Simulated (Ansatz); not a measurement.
Job for Ansatz (a quantum-chemistry and plane-wave program): U-B2PLYP/def2-TZVPPD on H (SMILES [H]). The basis file is the Basis Set Exchange's JSON of that set.

Ansatz 0.2 input:
```yaml
crystal:
  periodic: [false, false, false]
  atoms:
    - {symbol: H, position_ang: [0.00000000, 0.00000000, 0.00000000]}
basis:
  gaussian:
    orbitals: def2-TZVPPD.json
hamiltonian:
  xc: {name: B2PLYP}
magnetization: {spin_polarized: true, initial_magnetization: 1}
correlation: {electrons: outside_noble_gas}
```

It printed:

```
WARN ansatz: RAYON_NUM_THREADS=1 ignored (pool sized by the plan → 1); use --threads N
Functional definition: B2PLYP
integrals: 0.00 GiB planned
80 factors; integrals over basis functions are off by at most 2.5e-4 eV
mean field: 0.04 GiB planned
mean field evaluation 1: about -13.5551 eV, gradient 9.2e-1 eV
mean field evaluation 2: about -13.5550 eV, gradient 9.1e-1 eV
mean field evaluation 4: about -13.5679 eV, gradient 3.5e-3 eV
mean field evaluation 8: about -13.5679 eV, gradient 6.5e-8 eV
mean field -13.56788515 eV, -0.4986105828 hartree, gradient 7.1e-8 eV, S^2 0.750000; 0 other end points of the search recorded, 0 dependent functions left out
reference -13.56795861 eV, -0.4986132823 hartree; 1, 0 occupied and 16, 17 virtual orbitals, 80 factors
second order 0.00000000 eV of doubles, -0.00000000 eV of singles
Total energy: -13.56795861 eV, -0.4986132823 hartree
```

The run converged.

Cost: very roughly 0.15 core-seconds.
